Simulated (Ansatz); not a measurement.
FGaH$_{4}$O$_{2}$Si, relaxed with RKS PBE0-D4/def2-TZVP in Ansatz from a PBE-D4/def2-SVP geometry. The force threshold is 0.005 eV/Å; the program also tests the step.

Total charge 0; spin multiplicity 1. The bonds changed during the relaxation, so this is another structure than the one it started from.

Start:

```xyz
9

O    -1.329    1.344   -0.329
Ga   -1.868    1.267    1.464
Si    0.930   -0.941    0.128
O    -0.192   -0.945   -1.082
F     2.006    0.289   -0.047
H    -0.766    2.050   -0.702
H     0.305   -0.704    1.487
H     1.676   -2.235    0.084
H    -0.762   -0.125   -1.003
```

| step | energy (eV) | largest force (eV/Å) | largest move (Å) |
| --- | --- | --- | --- |
| 1 | -67122.0206 | 1.050 | 0.000 |
| 2 | -67122.0800 | 0.677 | 0.135 |
| 3 | -67122.1068 | 0.116 | 0.067 |
| 4 | -67122.1114 | 0.243 | 0.099 |
| 5 | -67122.1136 | 0.456 | 0.113 |
| 6 | -67122.1208 | 0.083 | 0.114 |
| 7 | -67122.1229 | 0.103 | 0.084 |
| 8 (rejected) | -67122.1182 | 0.758 | 0.196 |
| 9 | -67122.1243 | 0.064 | 0.044 |
| 10 | -67122.1247 | 0.298 | 0.098 |
| 11 | -67122.1259 | 0.062 | 0.020 |
| 12 | -67122.1263 | 0.090 | 0.049 |
| 13 | -67122.1265 | 0.085 | 0.044 |
| 14 | -67122.1267 | 0.050 | 0.015 |
| 15 | -67122.1269 | 0.014 | 0.039 |
| 16 | -67122.1270 | 0.043 | 0.044 |
| 17 | -67122.1271 | 0.009 | 0.016 |
| 18 | -67122.1271 | 0.011 | 0.006 |
| 19 | -67122.1271 | 0.003 | 0.005 |

End:

```xyz
9

O    -1.433    1.363   -0.307
Ga   -1.713    1.426    1.520
Si    1.043   -1.016    0.142
O     0.095   -0.691   -1.122
F     2.367   -0.120    0.165
H    -1.664    2.078   -0.905
H     0.340   -0.692    1.422
H     1.471   -2.427    0.080
H    -0.504    0.079   -0.995
```

Run time 38 s (4 threads of a server CPU on a shared host); peak host memory 0.63 GiB.
